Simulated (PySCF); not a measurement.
**Which determinant of HfF lies lowest?**

Unrestricted PBE0; PySCF, scalar-relativistic core potentials, basis sets Hf cc-pVDZ-PP with ECP60, F cc-pVDZ. Outer shells of the fragments: Hf 5d2 6s2; F 2s2 2p5.

Followed along the bond (rough minima from three points):

| 2Ms+1 | unpaired | ⟨S²⟩ at the start | R at minimum (Å) | Te (eV) |
| --- | --- | --- | --- | --- |
| 2 | δ ↑ | 0.82 | 1.87 | 0.00 |
| 2 | π ↑ | 1.12 | 1.90 | 0.58 |
| 4 | σ ↑, δ ↑↑ | 3.75 | 1.88 | 0.88 |
| 4 | σ ↑, π ↑, δ ↑ | 3.75 | 1.91 | 1.09 |
| 4 | σ ↑, π ↑, δ ↑ | 3.75 | 1.91 | 1.10 |
| 2 | σ ↑ | 0.75 | 1.92 | 1.39 |

Solutions found at the starting distance of 2.015 Å, counted from the lowest of them; the search is not exhaustive and high or unbound solutions are not listed, so other states can lie among these:

```json
{"2Ms+1": "2", "unpaired": "δ ↑", "term": "²Δ", "E (eV)": "0.00", "⟨S²⟩": "0.82", "⟨Lz²⟩": "4.00", "μ (D)": "-2.25"}
{"2Ms+1": "2", "unpaired": "π ↑", "term": "mixed", "E (eV)": "0.45", "⟨S²⟩": "1.12", "⟨Lz²⟩": "1.82", "μ (D)": "-2.24"}
{"2Ms+1": "4", "unpaired": "σ ↑, δ ↑↑", "term": "⁴Σ⁻", "E (eV)": "0.81", "⟨S²⟩": "3.75", "⟨Lz²⟩": "0.00", "μ (D)": "-3.99"}
{"2Ms+1": "4", "unpaired": "σ ↑, π ↑, δ ↑", "term": "mixed", "E (eV)": "0.93", "⟨S²⟩": "3.75", "⟨Lz²⟩": "4.91", "μ (D)": "-2.36"}
{"2Ms+1": "4", "unpaired": "σ ↑, π ↑, δ ↑", "term": "mixed", "E (eV)": "0.94", "⟨S²⟩": "3.75", "⟨Lz²⟩": "5.00", "μ (D)": "-2.44"}
{"2Ms+1": "2", "unpaired": "σ ↑", "term": "²Σ⁺", "E (eV)": "1.22", "⟨S²⟩": "0.75", "⟨Lz²⟩": "0.00", "μ (D)": "-0.38"}
{"2Ms+1": "4", "unpaired": "σ ↑↑, δ ↑", "term": "⁴Δ", "E (eV)": "1.33", "⟨S²⟩": "3.75", "⟨Lz²⟩": "4.00", "μ (D)": "-0.41"}
{"2Ms+1": "2", "unpaired": "σ ↑, δ ↑↓", "term": "mixed", "E (eV)": "1.53", "⟨S²⟩": "1.75", "⟨Lz²⟩": "8.01", "μ (D)": "-3.34"}
{"2Ms+1": "2", "unpaired": "σ ↑, π ↓, δ ↑", "term": "mixed", "E (eV)": "1.66", "⟨S²⟩": "1.75", "⟨Lz²⟩": "4.91", "μ (D)": "-2.94"}
{"2Ms+1": "2", "unpaired": "σ ↓, δ ↑↑", "term": "mixed", "E (eV)": "1.79", "⟨S²⟩": "1.75", "⟨Lz²⟩": "0.00", "μ (D)": "-2.43"}
{"2Ms+1": "4", "unpaired": "π ↑, δ ↑↑", "term": "mixed", "E (eV)": "3.12", "⟨S²⟩": "3.75", "⟨Lz²⟩": "1.33", "μ (D)": "-3.06"}
{"2Ms+1": "6", "unpaired": "σ ↑, π ↑↑, δ ↑↑", "term": "mixed", "E (eV)": "8.59", "⟨S²⟩": "8.75", "⟨Lz²⟩": "2.46", "μ (D)": "2.13"}
{"2Ms+1": "6", "unpaired": "σ ↑, π ↑↑, δ ↑↑", "term": "mixed", "E (eV)": "8.71", "⟨S²⟩": "8.75", "⟨Lz²⟩": "2.56", "μ (D)": "2.59"}
{"2Ms+1": "6", "unpaired": "σ ↑↑, π ↑, δ ↑↑", "term": "⁶Π", "E (eV)": "9.10", "⟨S²⟩": "8.75", "⟨Lz²⟩": "1.00", "μ (D)": "5.27"}
```

A term symbol is given only where ⟨S²⟩ and ⟨Lz²⟩ are close to those of a pure state; real π, δ and φ orbitals otherwise mix terms. A positive dipole means Hf(−)F(+).

Compare the gap between the two lowest followed solutions at the starting distance with the gap between their minima.

At PBE0 the second solution (Ms = 0.5 of mixed spin, unpaired electrons π ↑) lies +0.45 eV from the first (doublet, unpaired electrons δ ↑) at 2.015 Å and +0.58 eV at the minima; the two curves relax by different amounts, since their minima lie near 1.90 and 1.87 Å.

Spin–orbit coupling is left out. With d or f electrons several states lie close, and the lowest PBE0 determinant need not be the measured ground state.
